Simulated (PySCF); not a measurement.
# Structure from 2D NMR

Compound of formula C₅H₁₃NSi. Correlations simulated from computed shifts and the bond graph:

HSQC (one-bond C–H):
```tsv
δH	δC
5.91	143.6
2.50	45.7
1.97	16.6
```

COSY cross peaks (H two or three bonds apart, from the bond graph; peaks can be absent where the dihedral angle is near 90°):
```tsv
δH	δH
5.91	1.97
```

HMBC (two and three bonds, from the bond graph):
```tsv
δH	δC
5.91	154.5, 16.6
4.16	154.5, 143.6
2.50	154.5, 45.7
1.97	154.5, 143.6
```

Carbons without hydrogens: δ 154.5.

No solvent, one computed conformer, non-relativistic Hamiltonian, equivalent nuclei averaged. Structure optimised with GFN2-xTB; shielding tensors at PBE0/pcSseg-1 (GIAO); PySCF 2.14.0 with density-fitted response routines.

Scale: $^{1}$H (σref 31.72), $^{13}$C (σref 186.93) vs TMS (reference shieldings calculated alike).

Exchangeable hydrogens are left out of these lists.

Task: Assemble the structure.

Result: `C(/C)=C(\[SiH3])N(C)C`.

Atom-mapped SMILES (the numbers label the heavy atoms): `[CH3:1]/[CH:2]=[C:3](/[SiH3:4])[N:5]([CH3:6])[CH3:7]` (H(Xn): hydrogen on atom n).

δC 154.5 is C3, an alkene carbon bearing nitrogen. δC 143.6 is C2, a β carbon of an enol-ether or enamine type C=C (δH 5.91). δC 45.7 is C6/C7, a methyl carbon bonded to N (δH 2.50). δC 16.6 is C1, an allylic methyl carbon (δH 1.97). HMBC from δH 5.91 reaches the proton-free carbon C3. HMBC from δH 4.16 reaches the proton-free carbon C3. HMBC from δH 2.50 reaches the proton-free carbon C3. HMBC from δH 1.97 reaches the proton-free carbon C3. COSY links 5.91–1.97.

This is the structure that produced the data.

Shifts are as computed. Against solution values, carbons near 30 ppm lie about +3 ppm off and those near 130 ppm about +5 ppm. Of 1211 compounds with measured shifts, 218 miss one by over three times the rms of a fit or turn the order of signals round; such compounds aren't used in these exercises.
